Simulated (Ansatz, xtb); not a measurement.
# Relative energy of two structures of CHAlClSi

Structure a is a doublet given by its coordinates and structure b is `Cl[Si]1=[CH][Al]1`, a doublet. Both are isolated molecules in the gas phase, relaxed with PBE0-D3(BJ)/def2-SVP.

a (Å):

```xyz
5

C     1.3735   -0.5642    2.0264
Al    2.6488   -0.1884    0.6758
Cl    3.4710    1.6946    1.5658
Si    1.5769    0.7468    3.1541
H     0.6736   -1.4047    2.0871
```

Close contacts (Å): C1–Al2 1.90, C1–Si4 1.74, Al2–Cl3 2.24, Al2–Si4 2.86, Cl3–Si4 2.65, C1–H5 1.10.

b (Å):

```yaml
atoms:
  - { symbol: C, position_ang: [2.5881, -0.0728, 1.3936] }
  - { symbol: Al, position_ang: [3.0238, 1.7776, 1.6278] }
  - { symbol: Cl, position_ang: [-0.1257, -0.8672, 3.2379] }
  - { symbol: Si, position_ang: [1.3267, 0.4284, 2.5187] }
  - { symbol: H, position_ang: [2.9023, -0.9844, 0.8711] }
```

Task: Estimate E(b) − E(a) at the level CCSD(T)/def2-SVP + ΔMP2/def2-TZVPP.

Result: Calculated at CCSD(T)/def2-SVP + ΔMP2/def2-TZVPP: E(b) − E(a) = +13.7 kcal/mol, so structure a lies lower.

The same difference at several levels:

```tsv
level	geometry	E(b) − E(a) (kcal/mol)	departure from the last row (kcal/mol)	job, with rough time for the two
PBE0-D3(BJ)/def2-SVP	PBE0-D3(BJ)/def2-SVP	+14.1	+0.4	optimisation, 4 min
HF/def2-SVP	PBE0-D3(BJ)/def2-SVP	+22.4	+8.7	part of the CCSD(T) run
MP2/def2-SVP	PBE0-D3(BJ)/def2-SVP	+14.9	+1.1	part of the CCSD(T) run
CCSD(T)/def2-SVP	PBE0-D3(BJ)/def2-SVP	+15.7	+2.0	single point
CCSD(T)/def2-SVP + ΔMP2/def2-TZVPP	PBE0-D3(BJ)/def2-SVP	+13.7		single point, 1.9 min
```

The levels shown agree on the order. The largest departure from CCSD(T)/def2-SVP + ΔMP2/def2-TZVPP is that of HF/def2-SVP, 8.7 kcal/mol. Levels run at GFN2-xTB geometries aren't shown. The last row adds to CCSD(T) the change of the MP2 difference between the two basis sets, here −2.0 kcal/mol.

With harmonic frequencies from PBE0-D3(BJ)/def2-SVP (ideal gas, rigid rotor, one conformer each, 298.15 K, 1 atm): on the last row, ΔE + ΔZPE = +14.1, ΔH = +14.0, ΔG = +14.4 kcal/mol.

Open shells are spin-unrestricted. The correlated steps freeze 16 core orbitals. Programs: Ansatz 0.2.0; the last row on 1 thread of Arm Neoverse N1 on a shared host.
